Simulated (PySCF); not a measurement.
HSi, SMILES [SiH] (connectivity only; charge and spin as stated), charge +1, multiplicity 1.

Coordinates come from a r2SCAN-D4/def2-TZVPD optimisation.

These are PySCF with PBE/def2-TZVPD values and carry that method's errors.

The molecule is in vacuum.

```json
{
  "total_energy": "-289.54148 hartree",
  "point_group": "C∞v",
  "highest_occupied_level": "-14.28 eV",
  "lowest_empty_level": "-11.53 eV",
  "orbital_gap": "2.75 eV",
  "dipole_moment_about_the_centre_of_nuclear_charge": "0.043 e·Å",
  "mean_static_polarisability": "20.7 bohr³ (3.07 Å³)",
  "polarisability_principal_values": "19.3, 19.3, 23.6 bohr³"
}
```
